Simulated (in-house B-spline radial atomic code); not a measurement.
# Ionising Cl VI (Cl5+) with different functionals

Computed with an all-electron radial atomic-structure program (B-spline basis): non-relativistic Hamiltonian, point nucleus, spin-polarised at highest spin, spherical fractional occupations for the functionals, and exact exchange of hybrids averaged over the configuration. The ionisation energy is the difference of two self-consistent energies, [Ne] 3s2 → [Ne] 3s1, without Breit or QED terms; ε is the level of the shell that loses the electron (its least bound occupied spin orbital).

```csv
method,rung,ΔSCF (eV),-ε(3s) (eV)
PBE0,global hybrid,96.34,90.84
B3LYP,global hybrid,96.69,90.68
TPSSh,global hybrid,96.18,89.90
M06-2X,global hybrid,96.83,92.85
BHandHLYP,global hybrid,96.32,92.51
r2SCAN0,global hybrid,95.71,91.00
B97-1,global hybrid,96.68,90.50
HSE06,range-separated hybrid,96.37,90.48
wB97X,range-separated hybrid,95.83,93.59
CAM-B3LYP,range-separated hybrid,96.69,92.55
LC-wPBE,range-separated hybrid,96.51,94.16
```

(1) Among the functionals, which spreads more, the ΔSCF values or the orbital energies?

(2) How do they compare with the NIST value?

## Answers

(1) The orbital energies: ΔSCF values span about 1.12 eV and the orbital energies 4.26 eV.

(2) NIST lists 96.94 eV ± 0.04 (semi-empirical, ground level to ground level). Errors run from -1.23 to -0.11 eV; M06-2X is closest (-0.11 eV), but part of that can be cancellation, since the calculations leave out relativity, Breit-QED terms, the near-degeneracy of s² and p².
